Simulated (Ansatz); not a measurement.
Molecule: sum formula AlN3H6 (charge 0, singlet). SMILES: [NH2][Al]([NH2])[NH2]
Geometry from a B3LYP-D3(BJ)/def2-TZVP (Ansatz, a first-principles code) optimisation:
```xyz
10

N     -1.0769    -1.4035     0.1364
Al     0.0000     0.0000     0.0000
N     -0.6731     1.6413     0.0344
N      1.7500    -0.2378    -0.1708
H     -0.7751    -2.3478     0.3127
H     -2.0796    -1.3725     0.0488
H     -1.6126     1.8743     0.3115
H     -0.1714     2.4764    -0.2203
H      2.4436     0.4847    -0.0674
H      2.1951    -1.1152    -0.3853
```
Charge 0, spin multiplicity 1.

Wanted: vertical triplet-singlet gap (E(triplet) - E(singlet); each state is the SCF solution reached for its spin; the molecule has degenerate orbitals, so one determinant may break the symmetry), in eV. Valence correlation only, unless marked. Open shells are spin-unrestricted. Spin-orbit coupling is left out. Non-relativistic. Basis-set limits of correlation are two-point, X^-3; Hartree-Fock from the larger set. [CCSD(T)-MP2]/basis is that difference in the basis named.

| level | program | vertical triplet-singlet gap (eV) |
|---|---|---|
| HF/aug-cc-pV(D+d)Z | Ansatz | 4.48 |

Estimate the value at RI-MP2/CBS(aug-cc-pV(T+d)Z,aug-cc-pV(Q+d)Z)+[CCSD(T)-MP2]/aug-cc-pV(T+d)Z as computed with Ansatz.

5.49 eV
